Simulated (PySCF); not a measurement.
**Polarisability and C₆ of Bi⁻ (bismuth, charge -1)**

[Xe] 4f14 5d10 6s2 6p4, high-spin 3P determinant. All numbers are calculated (PySCF 2.14, the spin-free X2C one-electron Hamiltonian (Gaussian nucleus), in aug-cc-pwCVTZ-DK3 with one added diffuse shell each of s, d, f type (12s10p9d6f1g, 138 functions)). Coupled (time-dependent) response in atomic units; α is the mean over directions.

```csv
method,mean α (bohr³),"α xx, yy, zz",C₆ (like pair),S(−4)
UHF,179.3,"129.9, 277.9, 129.9",2810,39970
```

S(−4) is the Cauchy moment in α(ω) = α(0) + S(−4) ω² + …

Spin-orbit coupling is absent.

α(iu) at UHF:

| u (hartree) | α(iu) (bohr³) |
| --- | --- |
| 0 | 179.3 |
| 0.0500 | 134.1 |
| 0.100 | 95.64 |
| 0.200 | 55.60 |
| 0.300 | 36.50 |
| 0.500 | 19.52 |
| 0.750 | 11.37 |
| 1.00 | 7.705 |
| 1.50 | 4.471 |
| 2.00 | 3.031 |
| 3.00 | 1.708 |
| 5.00 | 0.7713 |

For an ion, C₆ is the dispersion term alone; charge-induced terms of lower order in 1/R come first.

The components differ because the open shell of this determinant is not spherical; for a pure term their mean is the scalar polarisability.

Spin-orbit coupling is strong in this species (close to jj coupling), so the high-spin LS determinant is a model state, not a physical level.
